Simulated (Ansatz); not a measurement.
`[NH2][W](=[O])([F])=[S]` + CH₃OH → `C[O][W]([NH2])(=[O])=[S]` + H–F at 700 K and 1 bar (ligand exchange at a W–F bond).

Gas-phase electronic energies from Ansatz, PBE0-D4/def2-TZVP geometries. CCSD(T)/CBS adds triple-zeta CCSD(T) − MP2 to the extrapolated MP2 energy (def2 sets, frozen cores). This one scheme is used for every species. def2 core potentials past Kr. For W outer-core shells are correlated without core-valence functions, which leaves a few kJ/mol of doubt a bond. One conformer a species, not always the lowest.

```json
{"species": "`[NH2][W](=[O])([F])=[S]`", "CCSD(T)/CBS energy (Eh)": "-695.78708", "H − E (kJ/mol)": "153.6", "S (J/(mol·K))": "446.2"}
{"species": "CH₃OH", "CCSD(T)/CBS energy (Eh)": "-115.61712", "H − E (kJ/mol)": "170.8", "S (J/(mol·K))": "288.5"}
{"species": "`C[O][W]([NH2])(=[O])=[S]`", "CCSD(T)/CBS energy (Eh)": "-711.00548", "H − E (kJ/mol)": "280.7", "S (J/(mol·K))": "539.2"}
{"species": "H–F", "CCSD(T)/CBS energy (Eh)": "-100.39570", "H − E (kJ/mol)": "45.2", "S (J/(mol·K))": "198.5"}
```

H − E and S are ideal-gas, rigid-rotor, harmonic terms from PBE0-D4/def2-TZVP, for one conformer and one mirror image of each species. 1 Eh = 2625.50 kJ/mol, R = 8.31446 J/(mol·K).

By hand: ΔE, ΔH, ΔS and ΔG.

ΔE = (-711.00548) + (-100.39570) − (-695.78708) − (-115.61712) = 0.00302 Eh = 7.9 kJ/mol. Δ(H − E) = 280.7 + 45.2 − 153.6 − 170.8 = 1.5, so ΔH = 9.4 kJ/mol. ΔS = 539.2 + 198.5 − 446.2 − 288.5 = 3.0 J/(mol·K). ΔG = 9.4 − 700 × (3.0)/1000 = 7.3 kJ/mol.

By hand: the equilibrium constant, and the temperature at which ΔG would vanish if ΔH and ΔS stayed fixed.

log₁₀ K = −ΔG/(RT ln 10) = -0.5. ΔG = 0 at ΔH/ΔS = 3133 K, far beyond where these terms or the molecules hold.

The number of gas molecules stays the same, so ΔS is small and ΔH decides. A doubt of 5 kJ/mol in ΔE shifts log₁₀ K by 0.4 here. Other conformers and mirror images would add mixing entropy, several J/(mol·K) or more a flexible species. Modes under 60 cm⁻¹, often nearly free rotors, make the harmonic entropy too high. These are equilibria of isolated gas molecules and say nothing of rates. Largest T1 diagnostic: 0.022 (customary marks: 0.02 for closed shells, 0.045 for open ones).
